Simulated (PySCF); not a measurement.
Ta(O)(NH2)3 (H6N3OTa), SMILES [NH2][Ta]([NH2])([NH2])=[O], multiplicity 1. Atoms are numbered in the order given.

```xyz
11

Ta     0.0000     0.0000    -0.0395
O      0.0000     0.0000    -1.7747
N     -1.2606     1.4247     0.5964
H     -1.6937     1.4697     1.5173
H     -1.6721     2.1418     0.0018
N      1.8642     0.3793     0.5964
H      2.6909     0.3772     0.0018
H      2.1197     0.7320     1.5173
N     -0.6036    -1.8041     0.5964
H     -1.0188    -2.5190     0.0018
H     -0.4259    -2.2017     1.5173
```

Geometry optimised at B3LYP-D3(BJ)/def2-SVP. The multiplicity is an assumed one; no other spin state was optimised. The structure was generated by enumeration; whether it is a known compound was not checked. The def2 effective core potentials stand for the cores of Ta; spin–orbit coupling is left out. One conformer was computed; it need not be the lowest.

Vertical ionisation energy (IE) and electron affinity (EA) in eV. Rows of orbital energies are one-electron estimates. Where ΔSCF, EOM or ADC give a negative EA the extra electron is unbound and the value depends on the basis.

```json
[
 {"level": "−ε(HOMO), −ε(LUMO), CAM-B3LYP/def2-TZVP (PySCF)", "IE": "8.35", "EA": "-0.64"},
 {"level": "−ε(HOMO), −ε(LUMO), PBE/def2-TZVP (PySCF)", "IE": "[?]", "EA": "[?]"}
]
```

### Question
Complete the blanks. (Estimate from the structure and the level; the computed values follow.)

### Answer

- −ε(HOMO), −ε(LUMO), PBE/def2-TZVP (PySCF), IE: 5.57
- −ε(HOMO), −ε(LUMO), PBE/def2-TZVP (PySCF), EA: 0.80
